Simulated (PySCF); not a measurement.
# `C#CC=C=C(C#C)C#C`, C9H4

Geometry:
| atom | x (Å) | y (Å) | z (Å) |
| --- | --- | --- | --- |
| C1 | 3.651 | 0.169 | -0.031 |
| C2 | 2.644 | -0.039 | -0.673 |
| C3 | 1.481 | -0.291 | -1.457 |
| C4 | 0.250 | -0.183 | -1.013 |
| C5 | -0.999 | -0.077 | -0.576 |
| C6 | -1.666 | -1.204 | 0.012 |
| C7 | -2.245 | -2.144 | 0.511 |
| C8 | -1.711 | 1.164 | -0.682 |
| C9 | -2.328 | 2.204 | -0.762 |
| H10 | 4.539 | 0.355 | 0.545 |
| H11 | 1.635 | -0.595 | -2.503 |
| H12 | -2.753 | -2.981 | 0.952 |
| H13 | -2.869 | 3.129 | -0.837 |

Theory: quadratic response CAM-B3LYP/aug-cc-pVDZ first hyperpolarisability, Taylor convention, gas phase (PySCF 2.14.0). Geometry: PBE0-D3(BJ)/def2-SVP.

**Question.** Give the tensor of the second harmonic β(−2ω;ω,ω) at 1064 nm in the axes of these coordinates.

**Answer.** In au, Taylor convention; rows are the first index (the induced dipole):
|  | xx | yy | zz | xy | xz | yz |
| --- | --- | --- | --- | --- | --- | --- |
| x | -120.0 | +3.4 | -6.3 | +15.3 | +61.0 | -1.6 |
| y | +15.2 | -5.3 | -2.0 | +1.3 | -1.3 | -5.8 |
| z | +60.1 | -7.1 | -18.0 | -1.3 | -7.5 | -1.6 |

Norm of βᵢ = ⅓ Σⱼ (βᵢⱼⱼ + βⱼᵢⱼ + βⱼⱼᵢ): 130.5 au, hyper-Rayleigh value 61.9 au.
